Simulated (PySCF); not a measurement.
cis-Hf(PH3)2Cl4 (singlet state).
Bonds: Hf1–P2, Hf1–Cl6, Hf1–P7, Hf1–Cl11, Hf1–Cl12, Hf1–Cl13. Hydrogens: H3, H4, H5 on P2; H8, H9, H10 on P7.

Computed by this run: PBE0-D3(BJ)/def2-SVP geometry optimisation, gas phase, def2 core potentials past Kr (PySCF); density fitting, grid level 1; the optimiser is geomeTRIC in internal coordinates, started from a GFN2-xTB structure with every atom displaced at random (about 0.03 Å).

Step 0: E = -70035.7985 eV
```
atom  x, y, z in Å  |  force x, y, z in eV/Å
Hf1    -0.5345   -0.2316   -0.9647   -2.342   3.957  -0.242
P2     -1.4169   -0.4597    1.6783   -0.250   1.055   0.208
H3     -2.7768   -0.0280    1.7052    0.302   0.081  -0.038
H4     -0.8888    0.3913    2.7010   -0.083  -0.135  -0.264
H5     -1.6192   -1.5661    2.4725    0.010  -1.050   0.503
Cl6     0.3091    0.4200   -3.0322    0.259   0.155  -0.796
P7      2.1216    0.4324   -0.4767   -0.761   0.370   0.992
H8      3.0639    0.5338    0.5413    0.161  -0.197   0.960
H9      2.4514    1.6677   -0.9750    0.039   0.970  -0.606
H10     2.9084   -0.3223   -1.2641    1.078  -1.084  -1.248
Cl11   -2.8248   -0.6063   -1.4239   -0.088  -0.117  -0.049
Cl12   -0.8789    2.0196   -0.0969    0.161   0.211   0.208
Cl13    0.1162   -2.3030   -0.8427    1.512  -4.217   0.373
```

Step 1: E = -70036.2809 eV
```
atom  x, y, z in Å  |  force x, y, z in eV/Å
Hf1    -0.5791   -0.2247   -1.0196   -1.514   1.959  -0.406
P2     -1.3521   -0.4343    1.6711   -0.232   0.451   0.285
H3     -2.7030    0.0016    1.7517    0.164   0.089  -0.029
H4     -0.7820    0.4193    2.6599   -0.042  -0.073  -0.182
H5     -1.5166   -1.5636    2.4797    0.074  -0.557   0.192
Cl6     0.2238    0.4164   -3.1288    0.211   0.064  -0.263
P7      2.0727    0.4302   -0.4195   -0.047   0.178   0.323
H8      2.9488    0.5043    0.6784   -0.105  -0.179   0.555
H9      2.4234    1.6891   -0.9026   -0.005   0.477  -0.342
H10     2.9158   -0.3362   -1.2004    0.550  -0.481  -0.577
Cl11   -2.8620   -0.6081   -1.5213    0.042  -0.066   0.117
Cl12   -0.8671    2.0350   -0.1359    0.116   0.041   0.091
Cl13    0.1080   -2.3812   -0.8904    0.788  -1.904   0.236
```

Step 2: E = -70036.5185 eV
```
atom  x, y, z in Å  |  force x, y, z in eV/Å
Hf1    -0.6168   -0.1732   -1.0165   -0.298   0.788  -0.164
P2     -1.4217   -0.4592    1.7030   -0.102   0.024   0.065
H3     -2.7643   -0.0192    1.7928    0.008   0.040   0.054
H4     -0.8560    0.3736    2.6962    0.049   0.019   0.071
H5     -1.5495   -1.6566    2.4624    0.077   0.042  -0.126
Cl6     0.2373    0.4713   -3.1184    0.003  -0.112  -0.196
P7      2.1234    0.4392   -0.4816    0.233   0.048  -0.138
H8      2.9102    0.4724    0.7032   -0.134  -0.035   0.052
H9      2.4912    1.7074   -1.0000   -0.010  -0.039   0.057
H10     2.9943   -0.3686   -1.2615   -0.035   0.037   0.063
Cl11   -2.8944   -0.5976   -1.4379   -0.056  -0.077  -0.013
Cl12   -0.8310    2.1324   -0.2492    0.081  -0.334   0.199
Cl13    0.2081   -2.3740   -0.7704    0.182  -0.400   0.075
```

**Question.** Estimate the geometry and energy of step 3. (The exact step hangs on the optimiser's Hessian estimate; all steps are aligned on step 2, rigid shifts and turns removed.)

**Answer.** E = -70036.5118 eV, largest force 0.618 eV/Å
```
atom  x, y, z in Å  |  force x, y, z in eV/Å
Hf1    -0.6698   -0.1720   -1.1265    0.136  -0.454  -0.055
P2     -1.3257   -0.3655    1.6645    0.056  -0.604  -0.052
H3     -2.6516    0.0910    1.8476   -0.030  -0.041   0.038
H4     -0.6850    0.4858    2.5934    0.101  -0.029   0.032
H5     -1.3716   -1.5716    2.4279   -0.063   0.152   0.035
Cl6     0.1328    0.4058   -3.2807   -0.013   0.071   0.218
P7      2.0787    0.4185   -0.4224    0.125  -0.074  -0.363
H8      2.6819    0.3696    0.8698   -0.076   0.046  -0.166
H9      2.4799    1.7207   -0.8439    0.034  -0.172   0.182
H10     3.0379   -0.3552   -1.1541   -0.191   0.184   0.245
Cl11   -2.9354   -0.6371   -1.5516   -0.017  -0.028   0.056
Cl12   -0.9513    1.9754   -0.0775    0.079   0.573  -0.216
Cl13    0.2099   -2.4176   -0.9244   -0.141   0.375   0.047
```

The energy changes by +0.0066 eV. The first-order estimate −F·Δx gives -0.2241 eV and the mean of the old and new forces, exact on a quadratic surface, +0.0097 eV. The step makes an angle of 73° with the force vector and moves no atom by more than 0.301 Å. The energy falls at the start of this step and ends higher, so the step passed the lowest point of its straight line.

The cost below is that of the whole optimisation. The run took 9.1 min on one thread, Arm Neoverse V1 (aarch64), on a shared host, and the process peaked at 0.77 GiB of memory.
